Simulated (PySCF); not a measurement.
# What a mistake does to a calculation on CGeH5NO

These are calculations, not measurements. They come from PySCF 2.14.0, an open-source quantum chemistry program, on an isolated molecule that a program drew, which may never have been made. The molecule is CGeH5NO (charge 0, singlet), drawn as the SMILES string `C[O][Ge][NH2]`.

Each row is a Hartree-Fock (HF) and frozen-core CCSD(T) single point in the cc-pVDZ basis, meant for a local HF minimum. Run 1 is clean. Each other run has one planted mistake out of seven kinds, and not every kind appears here: one electron removed, one electron added, multiplicity raised by two, geometry at a saddle point, minimal basis STO-3G, one bond length entered in bohr, all coordinates scaled. The reference is restricted for singlets and unrestricted otherwise, and also for a bond in bohr. Adding or removing an electron swaps singlet and doublet. Electrons count all cores. HOMO and LUMO are orbital energies over both spins, the gradient is its largest component, and the lowest frequency (negative if imaginary) is given only where the gradient is small. Bond lengths are over the 8 bonds as drawn. T1 is the CCSD diagnostic: over 0.02 (restricted) or 0.045 (unrestricted) a single reference is doubtful. Germanium has the cc-pVDZ-PP basis, with a core potential (ECP10MDF) in place of its 10 inner electrons, and its 3s, 3p and 3d shells are frozen in CCSD(T).

Geometry of the clean run:
```xyz
9
CGeH5NO, angstrom
C     1.1361    0.0119    2.8647
O     0.1638   -0.9514    2.5985
Ge   -0.1787   -1.8714    1.1039
N     1.1130   -1.1888    0.0158
H     1.0331    0.8892    2.2163
H     1.0270    0.3441    3.8987
H     2.1505   -0.3842    2.7432
H     1.8002   -0.4932    0.2386
H     1.2031   -1.5026   -0.9326
```

| run | electrons | basis functions | <S^2> | HOMO (eV) | LUMO (eV) | gradient (hartree/bohr) | lowest frequency (cm^-1) | mean bond (Å) | longest bond (Å) | T1 | HF (hartree) | CCSD(T) (hartree) | mistake |
|---|---|---|---|---|---|---|---|---|---|---|---|---|---|
| 1 | 58 | 90 | 0.000 | -9.79 | 2.16 | 2.2e-05 | 127 | 1.2866 | 1.822 | 0.0166 | -463.49956 | -464.13607 | no fault |
| 2 | 57 | 90 | 0.761 | -15.89 | -6.85 | 8.8e-02 | - | 1.2866 | 1.822 | 0.0521 | -463.18701 | -463.78947 | one electron removed |
| 3 | 59 | 90 | 0.767 | 0.87 | 9.06 | 4.7e-02 | - | 1.2866 | 1.822 | 0.0144 | -463.44314 | -464.07931 | one electron added |
| 4 | 58 | 90 | 0.777 | -10.18 | 1.79 | 1.7e-02 | - | 1.3982 | 1.895 | 0.0533 | -463.35697 | -463.99319 | ? |
| 5 | 58 | 90 | 2.034 | -5.37 | -0.32 | 1.1e-01 | - | 1.2866 | 1.822 | 0.0333 | -463.35850 | -463.95631 | ? |

**Which mistake was planted in run 4, and what did it cost?**

The mean bond changes by a factor of 1.087 and the longest by 1.040, so the molecule wasn't scaled as a whole. A length L in bohr read as angstrom grows by (1/0.5292 - 1) L = 0.890 L. The 8 bonds together grew by 8 x 0.1116 = 0.893 Å, which gives L = 1.003 Å. That is the length of one of the H-N bonds, 1.003 Å in the clean geometry. So the mistake is: one bond length entered in bohr. Subtracting run 1 and multiplying by 627.51 kcal/mol a hartree, the energy moved by 89.5 kcal/mol in HF and 89.7 kcal/mol in CCSD(T).

**Which mistake was planted in run 5, and what did it cost?**

Electrons, basis and geometry are unchanged, and <S^2> is 2.034, beside S(S+1) = 2.00 for a multiplicity of 3. So the mistake is: multiplicity raised by two. Subtracting run 1 and multiplying by 627.51 kcal/mol a hartree, the energy moved by 88.5 kcal/mol in HF and 112.8 kcal/mol in CCSD(T).

Cautions from the logs. Run 2: T1 is over the limit, so its CCSD(T) energy is less reliable; run 3: the HOMO is above zero, so the electron isn't bound and the energy depends on the basis; run 4: T1 is over the limit, so its CCSD(T) energy is less reliable.
